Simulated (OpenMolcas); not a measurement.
## Ag2+: moving or changing the point charges

Ag2+ among 6 point charges of -1.5 e arranged as a trigonal antiprism (D3d), 2.03 Å from the ion, with a polar angle of 61.3° against the regular 54.74°.

| Property | Result |
| --- | --- |
| Program | OpenMolcas |
| Method | CASSCF |
| Basis | ANO-RCC-VDZP [6s5p3d1f] |
| Scalar Hamiltonian | DKH2, point nucleus |
| Active space | 9 electrons in 5 orbitals (4d) |
| State averaging | 2S+1 = 2 even, 5 roots |
| Spin-orbit coupling | RASSI with atomic mean-field integrals over the reference wave functions |

Runs around this geometry, states (labels of D3, the rotations of D3d). Energies in cm-1 above the lowest state or level, χT in cm3 K/mol.

```tsv
R (Å)	q (e)	Polar angle / regular	Ground state	First state of that spin	First gap with spin-orbit (degeneracies)	χT at 300 K
2.03	-1.5	1.03	2E	2E 5602	411.4 (2, 2)	0.802
2.03	-0.75	1.12	2E	2E 3292	1268 (2, 2)	1.049
1.94	-1.5	1.12	2E	2E 7837	1879 (2, 2)	0.883
2.03	-1.5	1.12	2E	2E 6558	1829 (2, 2)	0.925
2.15	-1.5	1.12	2E	2E 5261	1764 (2, 2)	0.983
```

Taking the first state of the same spin as R^-n, n = -ln(5261 / 7837) / ln(2.15 / 1.94) = 3.9 between the shortest and longest distance.

Scaling the charges by -0.75 / -1.5 = 0.50 scales the first state of the same spin by 3292 / 6558 = 0.50; with fixed orbitals a first-order splitting would follow the charge.

An orbital doublet at a regular site is open to a Jahn-Teller distortion, which this geometry leaves out. The ground term spreads over less than 5000 cm-1, several times less than with real ligands, so orbital moments are less quenched and χT lies further from the spin-only value than at real sites (holds for R = 2.03, q = -0.75, ratio = 1.12). Point charges carry no covalency, so the field is a model and not that of real ligands. No measured value stands beside these numbers.
